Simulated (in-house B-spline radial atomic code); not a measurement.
Configurations of Kr IV (Kr3+), with energies counted from [Ar] 3d10 4s2 (4p1/2)2 (4p3/2)1. All numbers are computed (Dirac-Hartree-Fock, average of each configuration as written; Fermi nucleus of rms radius 4.1884 fm) with a B-spline radial code for spherical atoms, not measured. Energies include first-order Breit, QED and recoil terms.

Occupations are held fixed; configurations that lie above the ionisation limit could autoionise.

| configuration | E - E(ref) (eV) | highest orbital | its <r> (bohr) |
| --- | --- | --- | --- |
| [Ar] 3d10 4s2 (4p1/2)1 (4p3/2)2 | 0.31031 | 4p3/2 | 1.684 |
| [Ar] 3d10 4s2 (4p3/2)3 | 1.6635 | 4p3/2 | 1.684 |
| [Ar] 3d10 4s2 (4p1/2)1 (4p3/2)1 8s1 | 42.868 | 8s1/2 | 13.53 |
| [Ar] (3d3/2)4 (3d5/2)5 4s2 (4p1/2)2 (4p3/2)1 (5g7/2)1 | 126.22 | 5g7/2 | 6.852 |

Order these further configurations by energy, lowest first.
A. [Ar] 3d10 4s2 (4p3/2)2 (4d5/2)1
B. [Ar] (3d3/2)3 (3d5/2)6 4s2 (4p3/2)3 5s1
C. [Ar] 3d10 4s1 (4p1/2)2 (4p3/2)1 (6d5/2)1
D. [Ar] 3d10 4s1 (4p1/2)1 (4p3/2)2 (8d5/2)1

A (22.843 eV), C (56.666 eV), D (61.455 eV), B (112.52 eV).
